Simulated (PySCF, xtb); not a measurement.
AlH2O2, SMILES [OH][Al+][OH], charge +1. Other conformers were not sampled.

Harmonic wavenumbers (cm⁻¹) from GFN2-xTB in xtb at its own minimum, in rising order: 164, 276, 284, 320, 404, 770, 1164, 3474, 3489.

What does B3LYP-D3(BJ)/def2-TZVP (PySCF) give at its own minimum? (An estimate is asked for; the answer gives what the named calculation found.)

50, 179, 224, 232, 239, 847, 1242, 3908, 3916. Paired by order, the mean absolute difference is 171 cm⁻¹ and the zero-point energies are 14.8 and 15.5 kcal/mol.
